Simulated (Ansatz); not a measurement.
BGaH$_{6}$SSi, SMILES `B[S][GaH][SiH3]` at its PBE0-D4/def2-TZVP geometry, where that method's forces vanish. Charge 0, multiplicity 1.

| atom | x (Å) | y (Å) | z (Å) |
| --- | --- | --- | --- |
| B1 | -1.472 | 1.088 | -1.187 |
| S2 | -1.441 | -0.606 | -1.728 |
| Ga3 | 0.116 | -1.483 | -0.383 |
| Si4 | 1.184 | -0.053 | 1.235 |
| H5 | -2.230 | 1.828 | -1.737 |
| H6 | -0.764 | 1.483 | -0.308 |
| H7 | 0.360 | -3.011 | -0.647 |
| H8 | 0.178 | 0.511 | 2.174 |
| H9 | 2.183 | -0.825 | 2.024 |
| H10 | 1.886 | 1.068 | 0.556 |

Q: For each bond, give half the difference of the two atoms' forces along it (eV/Å; positive pushes the atoms apart) under PBE-D4, r2SCAN-D4, B3LYP-D4, ωB97M-V in def2-TZVPP. (Best estimate.)

A: Ansatz gave: 
| bond | length (Å) | PBE-D4 | r2SCAN-D4 | B3LYP-D4 | ωB97M-V |
| --- | --- | --- | --- | --- | --- |
| B1–S2 | 1.779 | 0.08 | 0.10 | 0.16 | 0.10 |
| B1–H5 | 1.194 | 0.06 | -0.05 | -0.14 | -0.13 |
| B1–H6 | 1.196 | 0.04 | -0.05 | -0.14 | -0.11 |
| S2–Ga3 | 2.237 | 0.19 | 0.03 | 0.18 | 0.02 |
| Ga3–Si4 | 2.409 | -0.11 | -0.02 | 0.08 | 0.03 |
| Ga3–H7 | 1.569 | 0.04 | -0.08 | -0.08 | -0.09 |
| Si4–H8 | 1.488 | 0.09 | 0.00 | -0.08 | -0.10 |
| Si4–H9 | 1.489 | 0.09 | -0.02 | -0.09 | -0.10 |
| Si4–H10 | 1.487 | 0.09 | 0.00 | -0.08 | -0.10 |

B3LYP here is the variant with VWN-RPA as its local correlation; programs differ in this.
